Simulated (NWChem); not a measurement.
Species: C₃H₂F₂; SMILES FC(F)=C=C

Computed with NWChem. Coordinates come from a PBE0/def2-SVP optimisation. Level: PBE/def2-SVP with COSMO at NWChem's default radii, gas-phase geometry; rows give the dielectric constant.

```
dielectric constant  electrostatic solvation energy (kcal/mol)  dipole in solution (D)
-------------------  -----------------------------------------  ----------------------
3.9                                                       -1.0                    1.76
11.7                                                      -1.3                    1.87
20.7                                                      -1.4                    1.89
46.7                                                      -1.4                    1.91
78.4                                                      -1.4                    1.92
```
